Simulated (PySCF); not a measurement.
Screening by computed properties: pick the candidate that meets the target.

Species are written as SMILES; each is one conformer at its optimised geometry, gas phase, non-relativistic unless stated; the electronic structure was computed with PySCF and density fitting.

The conformers computed, where there is a choice (atom-mapped SMILES and torsion angles):
- `[CH:1]#[C:2][GeH2:3][N:4]=[CH2:5]`: C2–Ge3–N4–C5 0°
- `[CH3:1][C:2]#[C:3][CH2:4][NH:5][C:6]([CH3:7])=[O:8]`: C3–C4–N5–C6 -122°, C4–N5–C6–C7 176°
- `[CH3:1][CH:2]([CH3:3])[O:4][CH:5]([CH3:6])[CH3:7]`: C1–C2–O4–C5 -84°, C2–O4–C5–C6 153°
- `[CH3:1][CH2:2][c:3]1[s:4][c:5](=[S:6])[s:7][c:8]1[Cl:9]`: C1–C2–C3–S4 -80°
- `[CH3:1][N:2]([CH3:3])[c:4]1[cH:5][cH:6][cH:7][o:8]1`: C1–N2–C4–C5 -5°
- `[CH2:1]=[C:2]1[CH2:3][CH:4]([NH:5][CH:6]=[O:7])[CH2:8]1`: C3–C4–N5–C6 129°, C4–N5–C6–O7 0°

The conformers of `C[S][GeH]1[O]CC[O]1` aren't listed.

Problem. Wanted: static isotropic polarisability below 60 au (CAM-B3LYP/def2-SVPD) and lowest singlet excitation above 6.5 eV (TDDFT CAM-B3LYP/def2-SVPD), at PBE0-D3(BJ)/def2-SVP geometries. Which candidate meets both?
A. `CC(=O)NCC#CC`
B. `C[S][GeH]1[O]CC[O]1`
C. `CCc1sc(=S)sc1Cl`
D. `CC(C)OC(C)C`
E. `C#[C][GeH2][N]=C`
F. `C[C@@]1(F)CO1`

Solution. F. Computed values:
```
            species  static isotropic polarisability  lowest singlet excitation
      C[C@@]1(F)CO1                          40.1 au                    8.36 eV
   C#[C][GeH2][N]=C                          70.5 au                    4.32 eV
        CC(C)OC(C)C                          80.5 au                    7.17 eV
       CC(=O)NCC#CC                          84.9 au                    5.81 eV
C[S][GeH]1[O]CC[O]1                          89.8 au                    5.59 eV
    CCc1sc(=S)sc1Cl                         138.2 au                    2.96 eV
```

Problem. Wanted: HOMO energy between -8.64 eV and -7 eV (CAM-B3LYP/def2-SVPD) and smallest rotational constant above 0.7 GHz (PBE0-D3(BJ)/def2-SVP), at PBE0-D3(BJ)/def2-SVP geometries. Which candidate meets both?
A. `CN(C)c1ccco1`
B. `C#[C][GeH2][N]=C`
C. `CCc1sc(=S)sc1Cl`
D. `C=C1CC(NC=O)C1`
E. `C[C@@]1(F)CO1`

Solution. B. Computed values:
```csv
species,HOMO energy,smallest rotational constant
C[C@@]1(F)CO1,-10.11 eV,4.170 GHz
C=C1CC(NC=O)C1,-8.70 eV,0.974 GHz
C#[C][GeH2][N]=C,-8.58 eV,1.776 GHz
CCc1sc(=S)sc1Cl,-7.60 eV,0.451 GHz
CN(C)c1ccco1,-6.52 eV,1.249 GHz
```

Problem. Wanted: electronic spatial extent ⟨r²⟩ about the centre of nuclear charge between 1400 bohr² and 2000 bohr² (CAM-B3LYP/def2-SVPD) and dipole moment above 3 D (CAM-B3LYP/def2-SVPD), at PBE0-D3(BJ)/def2-SVP geometries. Which candidate meets both?
A. `C#[C][GeH2][N]=C`
B. `CCc1sc(=S)sc1Cl`
C. `C[C@@]1(F)CO1`
D. `CC(C)OC(C)C`
E. `C=C1CC(NC=O)C1`
F. `CC#CCNC(C)=O`
G. `c1(N(C)C)occc1`

Solution. F. Computed values:
```
         species  electronic spatial extent ⟨r²⟩ about the centre of nuclear charge  dipole moment
   C[C@@]1(F)CO1                                                          354 bohr²         2.49 D
C#[C][GeH2][N]=C                                                          665 bohr²         1.70 D
  c1(N(C)C)occc1                                                          974 bohr²         1.44 D
     CC(C)OC(C)C                                                         1012 bohr²         1.27 D
  C=C1CC(NC=O)C1                                                         1222 bohr²         3.78 D
    CC#CCNC(C)=O                                                         1560 bohr²         4.02 D
 CCc1sc(=S)sc1Cl                                                         2331 bohr²         4.26 D
```
